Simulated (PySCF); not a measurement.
Te(F)4, F4Te, SMILES F[Te](F)(F)F, singlet (PBE0/def2-SVP optimised geometry):

```
5

Te    -0.288    -0.247     0.000
F     -1.629     0.247    -1.277
F      0.000     1.648     0.000
F      1.629    -0.247     0.000
F      0.000    -1.648    -1.277
```

Computed with PBE0/def2-TZVP, def2 effective core potentials past Kr (PySCF).

### Question
What are the frontier orbital energies and the dipole moment?

### Answer
HOMO-2 -11.97 eV, HOMO-1 -11.36 eV, HOMO -10.71 eV, LUMO -2.56 eV, LUMO+1 -1.80 eV; dipole moment 3.53 D.

On the same geometry PBE/def2-TZVP, def2 effective core potentials past Kr run with PySCF 2.14.0 gives HOMO-2 -9.85 eV, HOMO-1 -9.18 eV, HOMO -9.12 eV, LUMO -3.43 eV, LUMO+1 -2.58 eV; dipole moment 3.32 D.
